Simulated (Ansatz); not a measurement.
ClTl, singlet, at a GFN2-xTB geometry (such geometries of metal compounds can be far from the true shape) (core potentials on Tl); Ansatz (a first-principles code) with PBE0/def2-SVP.

Input for Ansatz:
Ansatz 0.2 input:
```yaml
crystal:
  periodic: [false, false, false]
  atoms:
    - {symbol: Tl, position_ang: [-0.00000000, -0.00000000, -0.44980442]}
    - {symbol: Cl, position_ang: [0.00000000, 0.00000000, 2.14318575]}
basis:
  gaussian:
    orbitals: def2-SVP
hamiltonian:
  xc: pbe0
```

Task: What does Ansatz print? Leave out banner, timings and long lists.

Result: 
```
Functional definition: PBE0
511 factors; integrals over basis functions are off by at most 2.4e-4 eV
mean field evaluation 1: about -17209.6394 eV, gradient 1.9e1 eV
mean field evaluation 2: about -17204.0416 eV, gradient 4.6e1 eV
mean field evaluation 4: about -17210.9648 eV, gradient 1.2e0 eV
mean field evaluation 8: about -17210.9843 eV, gradient 1.6e-2 eV
mean field evaluation 16: about -17210.9843 eV, gradient 1.3e-5 eV
mean field -17210.98428035 eV, -632.4920062787 hartree, gradient 1.3e-5 eV, S^2 0.000000; 0 other end points of the search recorded, 0 dependent functions left out
reference -17210.98430423 eV, -632.4920071565 hartree; 19, 19 occupied and 25, 25 virtual orbitals, 511 factors
Total energy: -17210.98430423 eV, -632.4920071565 hartree
```
